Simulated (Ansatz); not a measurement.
Gas-phase electronic energies from Ansatz, PBE0-D4/def2-TZVP geometries. CCSD(T)/CBS adds triple-zeta CCSD(T) − MP2 to the extrapolated MP2 energy (def2 sets, frozen cores). This one scheme is used for every species, atoms too. DFT in def2-TZVPP. B3LYP here is the variant with VWN-RPA as its local correlation; programs differ in this. No spin–orbit coupling; open shells (•) take unrestricted orbitals. Spin–orbit coupling would lower the free atoms: a little for Cl. One conformer a species, not always the lowest.

`C[CH2][Al]([CH3])[Cl]` → `C[CH2][Al][CH3]`• + Cl•  (homolysis of the Al–Cl bond)

(1) What is ΔE at CCSD(T)/CBS? (Estimate.)

(2) What do these levels give: revPBE-D4, B97M-V, PBE0-D4, B3LYP-D4, CCSD/def2-SVP, SCS-MP2/def2-TZVPP? (An estimate is asked.)

Largest T1 diagnostic among the species: 0.012.

## Answers

(1) The calculation gave: +125.7 kcal/mol.

(2) The calculation gave: revPBE-D4 117.4, B97M-V 126.7, PBE0-D4 121.7, B3LYP-D4 120.0, CCSD/def2-SVP 115.6, SCS-MP2/def2-TZVPP 123.6 kcal/mol.

From BLYP to BHLYP (50 % exact exchange), in def2-TZVPP and without D4, ΔE moves by +2.0 kcal/mol. Leaving LDA and LC-ωPBE aside and taking each functional with its dispersion term where it has one, the values, not all of them listed here, spread over 9.7 kcal/mol, from revPBE-D4 to ωB97M-V. LDA lies +13.7 kcal/mol from PBE without D4, its usual overbinding.
